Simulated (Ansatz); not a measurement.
```xyz
5

C     0.0492   -0.0039   -1.1115
Cl   -0.0238    0.0320    0.6259
H     0.0162   -1.0678   -1.5142
H    -0.8477    0.5190   -1.4786
H     0.9417    0.5312   -1.4586
```

Basis set: STO-3G (spherical functions). Frozen core: 6 orbitals. Charge 0, multiplicity 1.

Computed with Ansatz (development build ahead of 0.2.0); each method stands on the lowest determinant of its kind that the runs found. Restricted open shells among the atoms or ions are ROHF, correlated in semicanonical orbitals with singles.

(1) Give the atomization energy at this shape (free ground-state atoms in the same class of orbitals less the molecule, no zero-point energy) of singlet CH3Cl by RHF-MP2, RHF.

## Answers

(1)

```
 method  atomization energy
RHF-MP2            17.17 eV
    RHF            15.70 eV
```

This basis has no polarisation functions and is too small for such energies, which can lie far from measured ones in either direction.
